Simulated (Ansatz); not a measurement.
## What each rung costs, and what it gives

Saddle point of Si$_{4}$H$_{11}$O$_{4}$F, singlet (Si₄H₉O₃F ([F][Si]([O][SiH3])([O][SiH3])[O][SiH3]) + H₂O → Si₃H₇O₃F ([OH][Si]([F])([O][SiH3])[O][SiH3]) + SiH₄O ([OH][SiH3]); bonds formed: Si1–O10, O2–H9; bonds broken: Si1–O2, H9–O10), PBE0-D4/def2-TZVP structure:

| atom | x (Å) | y (Å) | z (Å) |
| --- | --- | --- | --- |
| Si1 | -0.7128 | 0.3330 | 0.5258 |
| O2 | -0.2260 | 0.1817 | -1.2797 |
| Si3 | 0.6541 | -1.0164 | -2.0143 |
| O4 | 0.1746 | 1.6791 | 0.7296 |
| Si5 | 1.2374 | 2.5430 | -0.1757 |
| O6 | -0.0660 | -1.1333 | 0.8330 |
| Si7 | -0.0902 | -2.1576 | 2.1260 |
| F8 | -1.6095 | 0.4750 | 1.8778 |
| H9 | -1.4838 | 0.4590 | -1.3220 |
| O10 | -2.2109 | 0.4849 | -0.4560 |
| H11 | -0.0575 | -2.3180 | -1.9550 |
| H12 | 0.8122 | -0.6184 | -3.4367 |
| H13 | 1.9854 | -1.1286 | -1.3757 |
| H14 | 2.3280 | 1.6852 | -0.7050 |
| H15 | 0.5389 | 3.2026 | -1.3100 |
| H16 | 1.8181 | 3.5825 | 0.7085 |
| H17 | -1.4678 | -2.6523 | 2.3707 |
| H18 | 0.4273 | -1.4849 | 3.3428 |
| H19 | 0.7905 | -3.2988 | 1.7751 |
| H20 | -2.8422 | 1.1825 | -0.2590 |

Barriers are electronic and count from the start structure reached by relaxing down the imaginary mode.

Ansatz 0.2.0; basis: as named in each row; cores frozen in the correlated methods. B3LYP uses VWN-RPA correlation. Extrapolation: Hartree–Fock as exp(−7.88 √X), correlation as X^−2.97.

Times are rough, for one single point on 4 threads of a shared host (AMD EPYC 7R13), with one NVIDIA H100 (or a share of it) where marked.

The estimate by CCSD(T) at an estimated basis limit (MP2 extrapolated from triple and quadruple zeta, plus CCSD(T) − MP2 in triple zeta) is 134.2 kJ/mol.

```json
{"method": "HF", "basis": "STO-3G", "time (s)": "under 1", "barrier (kJ/mol)": "76.3", "method less estimate": "-57.9"}
{"method": "PBE-D4", "basis": "STO-3G", "time (s)": "1", "barrier (kJ/mol)": "-102.4", "method less estimate": "-236.6"}
{"method": "SPW92", "basis": "def2-SVP", "time (s)": "1", "barrier (kJ/mol)": "31.4", "method less estimate": "-102.8"}
{"method": "PBE-D4", "basis": "def2-TZVPP", "time (s)": "2 (H100)", "barrier (kJ/mol)": "106.9", "method less estimate": "-27.3"}
{"method": "B3LYP-D4", "basis": "def2-TZVPP", "time (s)": "2 (H100)", "barrier (kJ/mol)": "136.7", "method less estimate": "2.5"}
{"method": "SPW92", "basis": "def2-TZVPP", "time (s)": "2 (H100)", "barrier (kJ/mol)": "65.8", "method less estimate": "-68.4"}
{"method": "PBE-D4", "basis": "def2-SVP", "time (s)": "2", "barrier (kJ/mol)": "74.7", "method less estimate": "-59.5"}
{"method": "B3LYP-D4", "basis": "6-31G", "time (s)": "2", "barrier (kJ/mol)": "68.1", "method less estimate": "-66.1"}
{"method": "BLYP-D4", "basis": "def2-TZVPP", "time (s)": "2 (H100)", "barrier (kJ/mol)": "128.5", "method less estimate": "-5.6"}
{"method": "r2SCAN-D4", "basis": "def2-TZVPP", "time (s)": "2 (H100)", "barrier (kJ/mol)": "117.6", "method less estimate": "-16.6"}
{"method": "CCSD(T)", "basis": "def2-SVP", "time (s)": "2 (H100)", "barrier (kJ/mol)": "113.8", "method less estimate": "-20.4"}
{"method": "r2SCAN0-D4", "basis": "def2-TZVPP", "time (s)": "3 (H100)", "barrier (kJ/mol)": "126.5", "method less estimate": "-7.7"}
{"method": "PBE0-D4", "basis": "def2-TZVPP", "time (s)": "3 (H100)", "barrier (kJ/mol)": "119.9", "method less estimate": "-14.3"}
{"method": "B97M-V", "basis": "def2-TZVPP", "time (s)": "3 (H100)", "barrier (kJ/mol)": "136.8", "method less estimate": "2.6"}
{"method": "PBE-QIDH", "basis": "def2-TZVPP", "time (s)": "3 (H100)", "barrier (kJ/mol)": "126.2", "method less estimate": "-8.0"}
{"method": "PBE0-D4", "basis": "def2-SVP", "time (s)": "4", "barrier (kJ/mol)": "89.2", "method less estimate": "-45.0"}
{"method": "B2PLYP", "basis": "def2-TZVPP", "time (s)": "4 (H100)", "barrier (kJ/mol)": "138.3", "method less estimate": "4.1"}
{"method": "BHLYP-D4", "basis": "def2-TZVPP", "time (s)": "4 (H100)", "barrier (kJ/mol)": "152.0", "method less estimate": "17.8"}
{"method": "RPA on PBE", "basis": "def2-TZVPP", "time (s)": "4 (H100)", "barrier (kJ/mol)": "131.3", "method less estimate": "-2.9"}
{"method": "CAM-B3LYP-D4", "basis": "def2-TZVPP", "time (s)": "4 (H100)", "barrier (kJ/mol)": "133.4", "method less estimate": "-0.8"}
{"method": "wB97M-V", "basis": "def2-TZVPP", "time (s)": "5 (H100)", "barrier (kJ/mol)": "126.1", "method less estimate": "-8.1"}
{"method": "MP2", "basis": "def2-QZVPP", "time (s)": "6 (H100)", "barrier (kJ/mol)": "128.5", "method less estimate": "-5.7"}
{"method": "wB97X-V", "basis": "def2-TZVPP", "time (s)": "6 (H100)", "barrier (kJ/mol)": "129.6", "method less estimate": "-4.6"}
{"method": "wB97M-V", "basis": "def2-SVP", "time (s)": "11", "barrier (kJ/mol)": "94.5", "method less estimate": "-39.7"}
{"method": "CCSD(T)", "basis": "def2-TZVPP", "time (s)": "32 (H100)", "barrier (kJ/mol)": "132.0", "method less estimate": "-2.2"}
```

All methods are single points on the PBE0-D4 structures; a negative value means that the method puts the saddle structure below the start.

T1 diagnostic: at most 0.012.

Labels in which every atom is bracketed show which atoms are joined, not bond orders.
